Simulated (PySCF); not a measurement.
A calculated (UHF, PySCF 2.14, def2-TZVP, no relativity, point nucleus) atom or ion has these occupied shells.

| shell | electrons | orbital energy (eV) | rms radius, mean of both spins (bohr) |
| --- | --- | --- | --- |
| 1s α | 1 | -2503.7 | 0.113 |
| 1s β | 1 | -2503.2 | 0.113 |
| 2s α | 1 | -245.22 | 0.518 |
| 2s β | 1 | -244.71 | 0.518 |
| 2p α | 3 | -182.26 | 0.492 |
| 2p β | 3 | -181.31 | 0.492 |
| 3s α | 1 | -26.894 | 1.86 |
| 3s β | 1 | -21.040 | 1.86 |
| 3p α | 3 | -12.562 | 2.24 |
| 3p β | 1 | -10.294 | 2.24 |

Question: Name the element and its charge.

Answer: S (sulfur, neutral), in [Ne] 3s2 3p4, high-spin 3P determinant.
